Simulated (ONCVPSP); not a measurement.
## Which change was made? (Pt, ONCV)

ONCVPSP 4.0.1 input, shortened (lines: element, Z, core and valence counts, functional; n l f; lmax; l rc ep ncon nbas qcut; lloc lpopt rc5 dvloc0; l nproj debl; icmod fcfact rcfact), PBE, scalar-relativistic:

```
  Pt 78.00    9    5        4      upf
    1    0    2.00
    2    0    2.00
    2    1    6.00
    3    0    2.00
    3    1    6.00
    3    2   10.00
    4    0    2.00
    4    1    6.00
    4    2   10.00
    4    3   14.00
    5    0    2.00
    5    1    6.00
    5    2    9.00
    6    0    0.50
    3
    0    1.70    0.00    4    7    7.00
    1    1.40    0.00    4    9   10.50
    2    2.05    0.00    4    9    7.90
    3    0.90    0.00    4    8   17.50
    4    5    0.80    3.00
    0    2    1.60
    1    3    1.60
    2    2    3.20
    3    2    0.80
    3    5.25    1.45
```

In the p channel the program set the typed energies aside and used -2.205, 0.250, 1.850 Ha. In the f channel the program set the typed energies aside and used -2.720, 0.250 Ha.

Cutoffs, loose and tight: the cutoffs (Ha) at which the residual kinetic energy of the hardest occupied pseudo-wave falls to 1 and 0.1 mHa per electron. They do not see the model core or the augmentation charge, which bear on the density cutoff. Test errors are all-electron minus pseudo excitation energies from the reference, over the configurations 4f14 5s2 5p6 5d9 6s1; 4f14 5s2 5p6 5d9 6s0; 4f14 5s2 5p6 5d8 6s0; 4f13 5s2 5p6 5d10 6s1; variants that change the core or the reference have their own tests.

The base gives: outcome: generated, projector energies reset by the program; cutoff, loose: 149 Ha; cutoff, tight: 313 Ha; bound ghosts: s; GHOST(+) flags above zero: p; largest test error (meV): +53.

(1) After one change the result is: outcome: generated, projector energies reset by the program; cutoff, loose: 149 Ha; cutoff, tight: 313 Ha; bound ghosts: s; GHOST(+) flags above zero: p; largest test error (meV): +82. Which change was it?
A. local potential polynomial inside 0.80 bohr (lpopt 5, dvloc0 2 Ha)
B. local potential polynomial inside 0.80 bohr (lpopt 5, dvloc0 9.5 Ha)
C. local potential polynomial inside 0.80 bohr (lpopt 5, dvloc0 -0.5 Ha)
D. local potential polynomial inside 0.80 bohr (lpopt 5, dvloc0 5 Ha)

Answers

(1) A. The others give: local potential polynomial inside 0.80 bohr (lpopt 5, dvloc0 -0.5 Ha) → outcome: generated, projector energies reset by the program; cutoff, loose: 149 Ha; cutoff, tight: 313 Ha; bound ghosts: s; GHOST(+) flags above zero: p; largest test error (meV): +122 | local potential polynomial inside 0.80 bohr (lpopt 5, dvloc0 5 Ha) → outcome: generated, projector energies reset by the program; cutoff, loose: 149 Ha; cutoff, tight: 313 Ha; bound ghosts: s; GHOST(+) flags above zero: p; largest test error (meV): -100 | local potential polynomial inside 0.80 bohr (lpopt 5, dvloc0 9.5 Ha) → outcome: generated, projector energies reset by the program; cutoff, loose: 149 Ha; cutoff, tight: 313 Ha; bound ghosts: s; GHOST(+) flags above zero: p; largest test error (meV): +332.
